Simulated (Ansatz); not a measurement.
Input for Ansatz (a program for electronic structure): R-B3LYP/def2-TZVPP on CH7NSn (SMILES C[NH][SnH3]), a point of a torsion scan. Elements past Kr take the def2 small-core potentials; no spin–orbit coupling.

Ansatz 0.2 input:
```yaml
crystal:
  periodic: [false, false, false]
  atoms:
    - {symbol: C, position_ang: [-1.23885064, -0.19821914, 0.40019950]}
    - {symbol: N, position_ang: [-1.16209097, -0.28124610, -1.04089425]}
    - {symbol: Sn, position_ang: [-1.55200283, 1.16505133, -2.33411398]}
    - {symbol: H, position_ang: [-1.55372903, 0.79911044, 0.69833487]}
    - {symbol: H, position_ang: [-1.95888648, -0.91930504, 0.79589221]}
    - {symbol: H, position_ang: [-0.26869172, -0.38631800, 0.86771009]}
    - {symbol: H, position_ang: [-0.62747143, -1.07846580, -1.34065562]}
    - {symbol: H, position_ang: [-1.36321322, 0.45881718, -3.81493043]}
    - {symbol: H, position_ang: [-0.56150553, 2.50437621, -2.16224065]}
    - {symbol: H, position_ang: [-3.11181018, 1.65120238, -2.05462023]}
basis:
  gaussian:
    orbitals: def2-TZVPP
hamiltonian:
  xc: {name: B3LYP}
scf: {lower_state_search: off}
```

Q: Give the final energy of this run.

A: -311.4497 hartree.
